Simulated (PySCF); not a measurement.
**Computed properties of B(H)2(NCO) (CH₂BNO), SMILES BN=C=O**

B(H)2(NCO) (CH₂BNO), SMILES BN=C=O. The structure is a stationary point at B3LYP-D3(BJ)/def2-SVP. The values are those of a single conformer. All values are computed for the isolated molecule unless a solvent is named; none is compared with measurement here.

**Structure.** The optimised structure has C2v symmetry. All 12 harmonic modes at B3LYP-D3(BJ)/def2-SVP (PySCF) are real, so it is a minimum. With heavy atoms numbered as in [BH2:1][N:4]=[C:5]=[O:6], the shortest bond between them is C5–O6 at 1.170 Å and the longest B1–N4 at 1.406 Å.

**Vibrations.** The strongest infrared lines (harmonic, unscaled, degenerate partners summed) lie at 2468 cm⁻¹ (1552 km/mol, C 66 %, N 21 %, O 11 %), 2661 cm⁻¹ (141 km/mol, H 88 %, B 12 %), 1244 cm⁻¹ (83 km/mol, H 81 %, B 15 %). The softest mode is at 87 cm⁻¹ and the zero-point energy is 21.3 kcal/mol.

**Electronic structure.** CAM-B3LYP/def2-TZVPD (PySCF) places the frontier levels at -9.71 and -0.95 eV, a gap of 8.76 eV, and gives a dipole moment of 1.26 D and a mean polarisability of 38.7 bohr³.

**Excitations.** TDDFT-PBE0/def2-SVPD (PySCF) has S1 at 4.48 eV (277 nm, f = 0.000, dark); the most intense of the 10 singlets computed lies at 8.87 eV (f = 0.88). T1 (TDA) is at 4.14 eV. No vertical singlet excitation falls in the visible range (under 3.1 eV).

**NMR.** GIAO shifts at PBE0/pcSseg-2 (PySCF) (non-relativistic, atoms alike by connectivity averaged): ¹³C at 145.0 ppm against TMS; ¹H at 6.1 ppm against TMS; ¹¹B at 42.9 ppm against BF3.
